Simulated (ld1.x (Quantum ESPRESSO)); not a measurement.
# Br (Z = 35): TM pseudisation with PBEsol, scalar-relativistic reference atom.

```
Element                 : Br
Generator               : ld1.x (Quantum ESPRESSO) 7.5
Type                    : norm-conserving Troullier–Martins (Kleinman–Bylander form)
Functional              : PBEsol
Relativity              : scalar-relativistic
Frozen core             : [Ne] 3s2
Valence charge          : 23
Reference configuration : 3p6 3d10 4s2 4p4 (charge +1)
Partial waves           : 3p (bound): rc 0.65 bohr; 3d (bound): rc 0.60 bohr; 4s (bound): rc 1.40 bohr
Local potential         : the s channel
Core correction         : a·sin(br)/r model core, default radius (core density twice the valence density)
```

Occupied shells without a wave of their own: 4p. They enter only through the test configuration that unscreens the potential, and ld1.x also counts them in the model core charge.

All-electron outer shells of the reference configuration (PBEsol, scalar-relativistic, ld1.x):

```
shell  level (eV)  outermost node (bohr)  outermost maximum (bohr)
   3s     -248.85                   0.23                      0.48
   3p     -184.47                   0.21                      0.48
   3d      -77.91                      –                      0.43
   4s      -30.40                   0.67                      1.41
   4p      -17.48                   0.70                      1.62
```

What the tests gave:

```json
{"Largest excitation error": "+12270 meV (all-electron minus pseudo) for 3p6 3d10 4s2 4p2, out of 7 test configurations"}
```

A Bessel basis up to 400 Ry misses an occupied level by 0.06 Ry, so cutoffs and ghosts were not judged. The potential misses its own reference levels by up to 4.5 eV, so it is not fit for use. ld1.x takes every shell without a wave as core, so the model core holds the 4p electrons as well and exchange and correlation see them twice. This cancels in the reference configuration, but the file is broken for other ones, and its errors say nothing about a proper core correction.

Generation and tests took about 5.2 s on one core of a shared server CPU.
